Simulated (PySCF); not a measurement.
**Excitation energy of Si by level of theory**

Si [Ne] 3s2 3p2 (3P) → Si [Ne] 3s1 3p3, s spin flipped, as a difference of total energies. Computed with PySCF 2.14 in aug-cc-pVQZ-DK (7s6p4d3f2g, 84 functions), with the spin-free X2C one-electron Hamiltonian (Gaussian nucleus). Correlated levels: valence: [Ne] frozen. The calculations carry no spin-orbit coupling.

| method | excitation energy (eV) |
| --- | --- |
| UHF | 9.160 |
| MP2 (valence) | 7.873 |
| SCS-MP2 (valence) | 7.818 |

Question: How much does correlation contribute at MP2 (valence)?

Answer: 7.873 − (9.160) = -1.287 eV, measured against UHF.

The upper determinant mixes two multiplicities, so it lies between the two terms.

The coupled-cluster amplitudes are large for the upper state (T1 above 0.03 or a double amplitude above 0.15), so a single reference is strained.
